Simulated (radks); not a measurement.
All-electron atom: Sn4+ in [Kr] 4d10.

Method: scalar-relativistic Kohn-Sham, TASK exchange with Perdew-Wang LDA correlation, spin-polarised, spherical densities, finite nucleus; meta-GGA in the generalised Kohn-Sham scheme; Fermi nuclear charge, rms radius 4.6519 fm; computed with a radial shooting solver on a logarithmic mesh with Libxc functionals.

Energy parts (hartree):
total: -6173.28368
kinetic: 6444.26312
electron-nucleus: -14857.33082
Hartree: 2402.74230
exchange-correlation: -162.95828

Orbitals (lengths in bohr, moments of r in powers of bohr; r(90%) holds 90 % of the orbital's charge):
orbital,occ.,eigenvalue (hartree),r(90%),<r>,<1/r>
1s,2,-1069.851,0.0523,0.02908,53.05
2s,2,-163.5913,0.194,0.1256,12.12
2p,6,-146.9713,0.179,0.1097,11.64
3s,2,-33.08212,0.499,0.3394,4.311
3p,6,-27.62165,0.507,0.3377,4.102
3d,10,-19.19068,0.496,0.3146,3.866
4s,2,-6.64228,1.19,0.8232,1.687
4p,6,-4.97517,1.31,0.8877,1.535
4d,10,-2.51750,1.62,1.058,1.250

The highest occupied level is 4d at -68.505 eV. For comparison, the ionisation energy in NIST's Atomic Spectra Database is 77.03 eV (measured). In exact Kohn-Sham theory the highest level is minus the ionisation energy, but local and semilocal functionals leave it too shallow, through self-interaction and a potential that decays too fast; potentials with the right tail come closer. The electron density at the nucleus is 1.968e+05 e/bohr^3 (large components only).
